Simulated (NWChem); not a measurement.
System: SnClF, singlet; SMILES [Cl][Sn][F]

Excerpt of the output:

```
             Northwest Computational Chemistry Package (NWChem) 7.3.0
             --------------------------------------------------------

 CS  symmetry detected

                             Geometry "geometry" -> ""
                             -------------------------

 Output coordinates in angstroms (scale by  1.889725989 to convert to a.u.)

  No.       Tag          Charge          X              Y              Z
 ---- ---------------- ---------- -------------- -------------- --------------
    1 Sn                  50.0000    -0.34225955     0.43422524     0.00000000
    2 F                    9.0000     1.47667491     1.14611627     0.00000000
    3 Cl                  17.0000     0.22487667    -1.88390050     0.00000000

 Effective nuclear repulsion energy (a.u.)     335.0863994082

      Symmetry information
      --------------------

 Group name             Cs
 Group number              2
 Group order               2
 No. of unique centers     3

                                Z-matrix (autoz)
                                --------

 Units are Angstrom for bonds and degrees for angles

      Type          Name      I     J     K     L     M      Value
      ----------- --------  ----- ----- ----- ----- ----- ----------
    1 Stretch                  1     2                       1.95328
    2 Stretch                  1     3                       2.38649
    3 Bend                     2     1     3                97.62675

                           NWChem Geometry Optimization
                           ----------------------------

 maximum gradient threshold         (gmax) =   0.000450
 rms gradient threshold             (grms) =   0.000300
 maximum cartesian step threshold   (xmax) =   0.001800
 rms cartesian step threshold       (xrms) =   0.001200
 fixed trust radius                (trust) =   0.300000
 source of zmatrix                         =   autoz

          -------------------
          Energy Minimization
          -------------------

 Using diagonal initial Hessian
 Scaling for Hessian diagonals: bonds = 1.00  angles = 0.25  torsions = 0.10

          --------
          Step   0

                                 NWChem DFT Module
                                 -----------------

[...]

      ----------------------
      Optimization converged
      ----------------------

  Step       Energy      Delta E   Gmax     Grms     Xrms     Xmax
  ---- ---------------- -------- -------- -------- -------- --------
@    3   -6556.23461724 -1.4D-06  0.00009  0.00006  0.00071  0.00139
                                     ok       ok       ok       ok

                                Z-matrix (autoz)
                                --------

 Units are Angstrom for bonds and degrees for angles

      Type          Name      I     J     K     L     M      Value     Gradient
      ----------- --------  ----- ----- ----- ----- ----- ---------- ----------
    1 Stretch                  1     2                       1.92634   -0.00009
    2 Stretch                  1     3                       2.48227    0.00003
    3 Bend                     2     1     3                98.16202    0.00001

                         Geometry "geometry" -> "geometry"
                         ---------------------------------

 Output coordinates in angstroms (scale by  1.889725989 to convert to a.u.)

  No.       Tag          Charge          X              Y              Z
 ---- ---------------- ---------- -------------- -------------- --------------
    1 Sn                  50.0000    -0.33029428     0.47533657     0.00000000
    2 F                    9.0000     1.46801187     1.16591524     0.00000000
    3 Cl                  17.0000     0.22157444    -1.94481080     0.00000000

 Effective nuclear repulsion energy (a.u.)     328.9827573798

      Symmetry information
      --------------------

 Group name             Cs
 Group number              2
 Group order               2
 No. of unique centers     3

[...]

 Rotational Constants
 --------------------
 A=   0.304004 cm-1  (  0.437384 K)
 B=   0.091554 cm-1  (  0.131723 K)
 C=   0.070363 cm-1  (  0.101235 K)

 Temperature                      =   298.15K
 frequency scaling parameter      =   1.0000

 Zero-Point correction to Energy  =    1.608 kcal/mol  (  0.002563 au)
 Thermal correction to Energy     =    4.119 kcal/mol  (  0.006564 au)
 Thermal correction to Enthalpy   =    4.711 kcal/mol  (  0.007508 au)

 Total Entropy                    =   71.864 cal/mol-K
   - Translational                =   41.314 cal/mol-K (mol. weight = 171.8690)
   - Rotational                   =   26.201 cal/mol-K (symmetry #  =        1)
   - Vibrational                  =    4.349 cal/mol-K

 Cv (constant volume heat capacity) =   10.410 cal/mol-K
   - Translational                  =    2.979 cal/mol-K
   - Rotational                     =    2.979 cal/mol-K
   - Vibrational                    =    4.451 cal/mol-K

[normal modes left out]

 ----------------------------------------------------------------------------
 Normal Eigenvalue ||           Projected Infra Red Intensities
  Mode   [cm**-1]  || [atomic units] [(debye/angs)**2] [(KM/mol)] [arbitrary]
 ------ ---------- || -------------- ----------------- ---------- -----------
    1        0.000 ||    0.002180           0.050         2.125       1.760
    2        0.000 ||    0.001638           0.038         1.597       1.322
    3        0.000 ||    0.003125           0.072         3.046       2.522
    4        0.000 ||    0.001971           0.045         1.921       1.591
    5        0.000 ||    0.000761           0.018         0.742       0.614
    6        0.000 ||    0.000230           0.005         0.224       0.185
    7      148.398 ||    0.007149           0.165         6.970       5.771
    8      323.392 ||    0.056516           1.304        55.094      45.623
    9      653.888 ||    0.037919           0.875        36.966      30.611
 ----------------------------------------------------------------------------
```

Level: B3LYP/3-21G, non-relativistic. Low-valent species are run as closed-shell singlets; no triplet was tried in these runs. B3LYP is NWChem's, with the RPA form of VWN correlation.

Which NWChem input produces such a log?

Several could match; the one computed here: the input that was run:
```
start job
memory heap 200 mb stack 900 mb global 1100 mb
geometry units angstroms
  Sn    -0.343846     0.445079     0.000000
  F      1.439574     1.241775     0.000000
  Cl     0.331746    -1.843791     0.000000
end
basis spherical
  Sn library 3-21g
  F library 3-21g
  Cl library 3-21g
end
dft
  xc b3lyp
  iterations 150
end
driver
  maxiter 120
end
task dft optimize
task dft freq
```
